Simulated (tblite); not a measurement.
C5H8OP2Si.
Cartesian coordinates in Å at the GFN2-xTB level; atoms count from 1:
```
atom  x, y, z in Å
Si1   -2.0669   -0.7558   -0.8066
C2    -1.7014   -0.3638    1.0285
P3    -1.9167    1.4403    1.3890
P4    -0.0997    2.3520    1.2201
C5     1.0625    1.0330    0.7757
C6     1.6098    0.7808   -0.5159
C7     2.4743   -0.2540   -0.3608
O8     2.5122   -0.6580    0.9202
C9     1.6615    0.1246    1.6037
H10   -3.4263   -0.3192   -1.1227
H11   -1.1030   -0.0534   -1.6551
H12   -1.9326   -2.2044   -0.9728
H13   -0.7032   -0.7082    1.2998
H14   -2.4220   -0.8920    1.6541
H15    1.3792    1.3088   -1.4185
H16    3.0994   -0.7756   -1.0582
H17    1.5658   -0.0430    2.6589
```

Level: GFN2-xTB in tblite, geometry and Hessian alike; calculated harmonic values, unscaled, isolated species. Errors from tens to a few hundred cm⁻¹ against measured bands are possible. Modes of hydrogen on silicon can be 10 to 20 % off. One conformer, not necessarily the lowest.

Harmonic wavenumbers (cm⁻¹): 41.9, 53.9, 69.1, 91.4, 99.5, 173.4, 246.4, 257.7, 290.8, 459.7, 502.6, 513.1, 594.6, 608.5, 639.0, 688.5, 732.2, 755.2, 759.8, 767.1, 776.8, 778.5, 791.0, 833.6, 851.0, 921.3, 1026.2, 1034.8, 1065.7, 1099.0, 1152.8, 1193.7, 1204.7, 1335.0, 1415.4, 1452.6, 1544.8, 2260.5, 2267.8, 2279.0, 2959.5, 2968.3, 3162.8, 3165.9, 3184.6.

A = 1313, B = 792.1, C = 587.1 MHz; mass 173.982 u (most abundant isotopes); point group C1, symmetry number 1.

Problem. What is the zero-point energy?

Solution. Half the sum of the wavenumbers: 24535 cm⁻¹ = 70.15 kcal/mol.

Problem. Entropy at 200 K, 1 bar (ideal gas, RRHO, classical rotation)?

Solution. Translation 39.41, rotation 29.45, vibration 23.64: S = 92.5 cal/(mol K).

Problem. And Cp and H(200 K) − H(0)?

Solution. Cp = 30.47 cal/(mol K), of which vibrations give 22.53 (their classical limit is 45 R = 89.4); H(200 K) − H(0) = 4.01 kcal/mol without the zero-point energy, 2.42 from vibrations.

Problem. What must be added to the electronic energy to get the Gibbs energy at 200 K and 1 bar?

Solution. ZPE + [H(200 K) − H(0)] − T·S = 70.15 + 4.01 − 18.50 = 55.66 kcal/mol.

Problem. Which modes carry the vibrational entropy at 200 K?

Solution. 41.9 cm⁻¹: 4.38; 53.9 cm⁻¹: 3.88; 69.1 cm⁻¹: 3.40; 91.4 cm⁻¹: 2.86; 99.5 cm⁻¹: 2.69; 173.4 cm⁻¹: 1.67 cal/(mol K); the other 39 give 4.76 together.

Problem. Blend soft modes into free rotors: weight 1/[1 + (100 cm⁻¹/ν̃)⁴] for the oscillator and the rest for a rotor with moment μB/(μ + B), μ = h/(8π²ν), B = 10⁻⁴⁴ kg m². What vibrational entropy results?

Solution. 21.16 cal/(mol K) in place of 23.64, which changes −T·S at 200 K by +0.49 kcal/mol.

Hindered rotation and anharmonicity are outside this model. Other conformers, if any are populated, would add a mixing term that is left out. The structure is chiral; the term R ln 2 for an equal mix with its mirror image is left out.
